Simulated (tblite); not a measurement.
Compound: C5H3N3O (charge +1 and doublet state).
Structure used (GFN2-xTB), in Å, numbered top down from 1:
```
atom  x, y, z in Å
C1     3.4309   -0.7962    0.4267
C2     2.2786   -0.4366    0.3383
C3     0.9570    0.0008    0.2314
N4     0.5763    1.2704   -0.1024
C5    -0.7186    1.3177   -0.1066
N6    -1.1787    0.0823    0.2246
C7    -2.4775   -0.4382    0.3703
O8    -3.4706    0.1751    0.2139
N9    -0.1150   -0.7282    0.4323
H10    4.4361   -1.1136    0.5058
H11   -1.3280    2.1747   -0.3307
H12   -2.3893   -1.5090    0.6529
```

The geometry is computed with GFN2-xTB (gas phase). This method treats the open shell by occupation alone, without spin polarisation.

Take the most abundant isotopes and a rigid rotor. The values belong to one conformer with, in the numbering `[CH+:1]=[C:2][c:3]1[n:4][cH:5][n:6]([CH:7]=[O:8])[n:9]1`, C5–N6–C7–O8 0°.

Task: What are A, B and C (cm⁻¹)?

Result: Ia = 71.80, Ib = 538.93, Ic = 610.73 u·Å²; 505379 MHz·u·Å²/I gives 7039, 937.8 and 827.5 MHz, that is A = 0.23478, B = 0.03128, C = 0.02760 cm⁻¹.

Task: What kind of rotor is it?

Result: A near-prolate asymmetric top. Ray's parameter κ = (2B − A − C)/(A − C) = -0.964; −1 is the prolate and +1 the oblate limit.

Task: Is it planar, by Δ = Ic − Ia − Ib?

Result: Planar: Δ = Ic − Ia − Ib = 0.00 u·Å². For a rigid frame Δ = −2 Σ m c², so it vanishes when all atoms lie in the ab plane; here none is more than 0.01 Å from it.

Task: Estimate the classical rotational partition function at 50 K, 100 K and 500 K.

Result: Point group Cs, symmetry number σ = 1; q = (√π/σ)·√((kT/h)³/(ABC)), k/h = 20836.6 MHz/K: 25500 at 50 K, 72100 at 100 K, 806000 at 500 K.

For this open shell read J as N, the rotation without spin; fine and hyperfine splittings come on top. Its GFN2-xTB frequencies are all real (lowest 87 cm⁻¹). These are rigid-rotor constants of the computed structure; measured ground-state constants (B0) also hold zero-point vibration.
